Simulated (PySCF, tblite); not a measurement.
Isomers of C6H6NO2 (doublet state), one GFN2-xTB conformer each. Single-point energies are computed at B3LYP/pcH-1 (PySCF, gas phase, no added dispersion term), electronic only. GFN2-xTB treats the open shell by occupation alone, and not every SCF solution was tested for stability.

| SMILES | GFN2-xTB relative energy (kcal/mol) |
| --- | --- |
| [CH2]Nc1cc(=O)cco1 | 0.0 |
| C=C1[C](NC=O)[C@@H]1C=O | 39.4 |
| [H]/[C]=C1\[C@@H](C=O)[C@@H]1NC=O | 51.6 |

Conformers: `[CH2:1][NH:2][c:3]1[cH:4][c:5](=[O:6])[cH:7][cH:8][o:9]1` (doublet state) with H–C1–N2–C3 0° and 180°, C1–N2–C3–C4 0°; `[CH2:1]=[C:2]1[C:3]([NH:4][CH:5]=[O:6])[C@@H:7]1[CH:8]=[O:9]` (doublet state) with C2–C3–N4–C5 -174°, C3–N4–C5–O6 0°, C3–C7–C8–O9 157°; `[H]/[C:1]=[C:2]1\[C@@H:3]([CH:4]=[O:5])[C@@H:6]1[NH:7][CH:8]=[O:9]` (doublet state) with C2–C3–C4–O5 -128°, C3–C6–N7–C8 152°, C6–N7–C8–O9 -2°.

Problem. What does B3LYP/pcH-1 give for the same structures?

Solution. 
| SMILES | B3LYP/pcH-1 E (Eh) | B3LYP/pcH-1 (kcal/mol) | GFN2-xTB (kcal/mol) | point group |
| --- | --- | --- | --- | --- |
| [CH2]Nc1cc(=O)cco1 | -437.39859 | 0.0 | 0.0 | Cs |
| C=C1[C](NC=O)[C@@H]1C=O | -437.35330 | 28.4 | 39.4 | C1 |
| [H]/[C]=C1\[C@@H](C=O)[C@@H]1NC=O | -437.31947 | 49.6 | 51.6 | C1 |

Both levels put the same isomer lowest; measured from each level's own lowest isomer, the values differ by up to 11.0 kcal/mol (C=C1[C](NC=O)[C@@H]1C=O: 39.4 against 28.4). As drawn, the highest has a three-membered ring, which the lowest lacks.

Problem. What happens when harmonic zero-point energies from GFN2-xTB frequencies are added?

Solution. 
```csv
SMILES,ZPE (kcal/mol),electronic (kcal/mol),with ZPE (kcal/mol)
[CH2]Nc1cc(=O)cco1,67.3,0.0,0.0
C=C1[C](NC=O)[C@@H]1C=O,65.4,28.4,26.5
[H]/[C]=C1\[C@@H](C=O)[C@@H]1NC=O,64.9,49.6,47.2
```

The zero-point energies span 2.4 kcal/mol. The order is unchanged.
